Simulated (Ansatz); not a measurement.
**Molecular dynamics, step by step**

SiH5TeCl (SMILES [SiH3]Cl.[TeH2]), closed shell, PBE0-D4/def2-SVP (Ansatz 0.2.0). Settings (timestep in fs, temperature in K; T counts 18 degrees of freedom):

```yaml
hamiltonian: {xc: pbe0, dispersion: d4}
md: {n_steps: 60, timestep: 0.5, temperature: 300, ensemble: nvt_nose_hoover, seed: 613, initial_velocities: maxwell_boltzmann}
```

Start (the SMILES describes the start alone):

Si1  (0.131, -0.100, -1.651)
Cl2  (1.494, 1.179, -0.780)
H3  (0.500, -1.489, -1.302)
H4  (0.205, 0.106, -3.116)
H5  (-1.218, 0.237, -1.147)
Te6  (0.251, -0.330, 2.359)
H7  (-0.903, -0.753, 3.472)
H8  (-0.460, 1.151, 2.166)
(Å)

```csv
step,time (fs),potential energy less the start (meV),kinetic energy (meV),T (K)
0,0.00,0.0,232.7,300
4,2.00,51.5,181.7,234
8,4.00,92.8,140.7,181
12,6.00,68.9,164.2,212
16,8.00,76.6,156.7,202
20,10.00,118.6,115.2,148
24,12.00,114.5,119.5,154
28,14.00,50.0,183.7,237
32,16.00,36.3,197.7,255
36,18.00,74.4,160.6,207
40,20.00,65.2,169.9,219
44,22.00,61.7,173.7,224
48,24.00,102.6,133.4,172
52,26.00,138.4,98.2,127
56,28.00,119.7,117.0,151
60,30.00,88.5,148.5,191
```

Step 4, positions (Å) and forces (eV/Å):

```json
{"atom": "Si1", "x": "0.132", "y": "-0.101", "z": "-1.643", "Fx": "-0.704", "Fy": "0.799", "Fz": "-0.282"}
{"atom": "Cl2", "x": "1.491", "y": "1.176", "z": "-0.774", "Fx": "0.216", "Fy": "0.200", "Fz": "0.192"}
{"atom": "H3", "x": "0.472", "y": "-1.458", "z": "-1.337", "Fx": "0.278", "Fy": "-1.090", "Fz": "0.361"}
{"atom": "H4", "x": "0.202", "y": "0.078", "z": "-3.106", "Fx": "0.063", "Fy": "0.107", "Fz": "-0.293"}
{"atom": "H5", "x": "-1.250", "y": "0.246", "z": "-1.192", "Fx": "0.136", "Fy": "-0.030", "Fz": "0.053"}
{"atom": "Te6", "x": "0.253", "y": "-0.329", "z": "2.356", "Fx": "-0.236", "Fy": "-0.492", "Fz": "0.394"}
{"atom": "H7", "x": "-0.959", "y": "-0.768", "z": "3.466", "Fx": "0.410", "Fy": "0.113", "Fz": "-0.356"}
{"atom": "H8", "x": "-0.459", "y": "1.136", "z": "2.176", "Fx": "-0.164", "Fy": "0.392", "Fz": "-0.070"}
```

Step 28, positions (Å) and forces (eV/Å):

```json
{"atom": "Si1", "x": "0.121", "y": "-0.108", "z": "-1.613", "Fx": "0.044", "Fy": "-0.566", "Fz": "-0.641"}
{"atom": "Cl2", "x": "1.480", "y": "1.163", "z": "-0.729", "Fx": "0.130", "Fy": "0.126", "Fz": "0.154"}
{"atom": "H3", "x": "0.402", "y": "-1.546", "z": "-1.295", "Fx": "-0.018", "Fy": "0.271", "Fz": "0.183"}
{"atom": "H4", "x": "0.282", "y": "0.028", "z": "-3.090", "Fx": "0.101", "Fy": "0.090", "Fz": "-0.026"}
{"atom": "H5", "x": "-1.270", "y": "0.277", "z": "-1.322", "Fx": "-0.221", "Fy": "0.097", "Fz": "0.327"}
{"atom": "Te6", "x": "0.259", "y": "-0.323", "z": "2.339", "Fx": "0.366", "Fy": "0.343", "Fz": "-0.388"}
{"atom": "H7", "x": "-1.020", "y": "-0.814", "z": "3.218", "Fx": "-0.510", "Fy": "-0.274", "Fz": "0.423"}
{"atom": "H8", "x": "-0.466", "y": "1.173", "z": "2.186", "Fx": "0.106", "Fy": "-0.086", "Fz": "-0.033"}
```

Step 32, positions (Å) and forces (eV/Å):

| atom | x | y | z | Fx | Fy | Fz |
| --- | --- | --- | --- | --- | --- | --- |
| Si1 | 0.118 | -0.113 | -1.612 | -0.288 | 0.615 | -0.433 |
| Cl2 | 1.478 | 1.162 | -0.721 | 0.103 | 0.102 | 0.136 |
| H3 | 0.382 | -1.490 | -1.263 | 0.172 | -0.767 | 0.358 |
| H4 | 0.315 | 0.036 | -3.071 | 0.040 | 0.049 | -0.234 |
| H5 | -1.279 | 0.289 | -1.300 | 0.015 | 0.024 | 0.169 |
| Te6 | 0.260 | -0.322 | 2.336 | -0.024 | -0.241 | 0.029 |
| H7 | -1.063 | -0.846 | 3.207 | 0.062 | -0.016 | 0.027 |
| H8 | -0.447 | 1.159 | 2.183 | -0.080 | 0.235 | -0.053 |

Last step (60):

```
8
angstrom
Si 0.0972 -0.1330 -1.6024
Cl 1.4710 1.1529 -0.6616
H 0.3121 -1.4580 -1.0300
H 0.4117 -0.0081 -3.0414
H -1.2468 0.3434 -1.2031
Te 0.2662 -0.3147 2.3165
H -1.0801 -0.9238 3.0153
H -0.4143 1.1906 2.1496
```

The run took about 66 s on 4 CPU threads of an Arm Neoverse V2 (shared host).
